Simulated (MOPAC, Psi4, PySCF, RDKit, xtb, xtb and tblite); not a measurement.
Two geometries of SMILES CS/C=C\O, relaxed at GFN2-xTB with one dihedral held; other torsions can differ between them too.

Structure A

```
11

C     -2.0234     0.0793    -0.3114
S     -0.5625     0.7662     0.5222
C      0.6030    -0.5142     0.1334
C      1.8326    -0.2436    -0.2919
O      2.3434     0.9831    -0.4976
H     -2.2434    -0.9017     0.1007
H     -1.8341     0.0142    -1.3789
H     -2.8452     0.7601    -0.1156
H      0.2553    -1.5205     0.2862
H      2.5460    -1.0270    -0.5057
H      1.6532     1.6410    -0.3188
```

Structure B

```
11

C      2.2418     0.2389    -0.1552
S      0.6069     0.7459     0.4767
C     -0.5517    -0.5064     0.0231
C     -0.4580    -1.6539    -0.6387
O      0.6162    -2.2566    -1.2052
H      2.5622    -0.6892     0.3114
H      2.2315     0.1791    -1.2405
H      2.9152     1.0362     0.1474
H     -1.5180    -0.2089     0.3957
H     -1.3474    -2.2519    -0.7835
H      1.4079    -1.7233    -1.0764
```

**Question.** Which is lower in energy at the level DF-MP2 (frozen core)/cc-pVTZ // GFN2-xTB (Psi4), and by how much?

**Answer.** A is lower, by 26.19 kJ/mol (dihedral C1–S2–C3–C4: 135° in A, 0° in B).

E(B) − E(A) in kJ/mol at the other levels, on the same two geometries: GFN2-xTB (xtb and tblite) 18.43; MMFF94 // GFN2-xTB (RDKit) 47.80; PBE0/def2-TZVP // GFN2-xTB (Psi4) 26.13; PBE0-D3(BJ)/def2-TZVP // GFN2-xTB (Psi4) 25.24; PBE/def2-TZVP // GFN2-xTB (Psi4) 24.77; PBE-D3(BJ)/def2-TZVP // GFN2-xTB (Psi4) 23.81; r2SCAN/def2-TZVP // GFN2-xTB (Psi4) 25.86; HF/cc-pVTZ // GFN2-xTB (Psi4) 28.37; UFF // GFN2-xTB (RDKit) 99.56; PM7, restricted, heats of formation // GFN2-xTB (MOPAC) 6.89; PM6, restricted, heats of formation // GFN2-xTB (MOPAC) 13.55; GFN1-xTB // GFN2-xTB (xtb) 10.22; restricted B3LYP/6-31G*, spherical d // GFN2-xTB (PySCF) 26.41; restricted Hartree-Fock/3-21G // GFN2-xTB (PySCF) 29.21; restricted B3LYP/6-311+G**, spherical d, density fitting // GFN2-xTB (PySCF) 26.24; restricted Hartree-Fock/STO-3G // GFN2-xTB (PySCF) 28.22.
